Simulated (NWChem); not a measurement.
Si4H9, doublet; SMILES [SiH3][Si]([SiH3])[SiH3]

Program: NWChem. Pople sets run with spherical d functions. Spin-unrestricted. In the optimisation the excess spin sits in a (C3, its own frame). Coordinates come from a PBE0/def2-SVP, spin-unrestricted optimisation. Not confirmed as a minimum by frequencies. No stability test was run on the SCF state. Total energies compare along this basis series because the functional is fixed.

```tsv
level	basis functions	energy (Ha)	highest occupied level (eV)	lowest empty minus highest occupied level, either spin (eV)	dipole (D)	relative time
CAM-B3LYP/STO-3G	45	-1149.8195	-3.77	6.64	0.26	1
CAM-B3LYP/3-21G	70	-1157.1397	-7.11	5.25	0.20	2
CAM-B3LYP/6-31G*	90	-1163.2568	-7.05	5.23	0.09	5
CAM-B3LYP/6-31+G*	106	-1163.2620	-7.15	5.20	0.07	9
CAM-B3LYP/6-311G**	158	-1163.3689	-7.17	5.20	0.04	20
CAM-B3LYP/6-311++G**	183	-1163.3697	-7.17	5.19	0.05	40
```

The last column is a rough cost ratio, cheapest run = 1.
